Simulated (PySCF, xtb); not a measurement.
C₂H₅O, SMILES [CH2]OC, multiplicity 2.

Harmonic wavenumbers (cm⁻¹) from GFN2-xTB (xtb) at its own minimum, in rising order: 131, 271, 419, 478, 969, 1060, 1117, 1186, 1275, 1372, 1407, 1462, 1475, 2908, 2930, 3026, 3089, 3177.

What does PBE0-D3(BJ)/def2-TZVP (PySCF) give at its own minimum? (The exact figures need the calculation; the answer reports its results.)

166, 293, 430, 548, 996, 1139, 1172, 1257, 1316, 1453, 1482, 1492, 1501, 3018, 3082, 3131, 3154, 3281. Paired by order, the mean absolute difference is 65 cm⁻¹ and the zero-point energies are 39.7 and 41.3 kcal/mol.
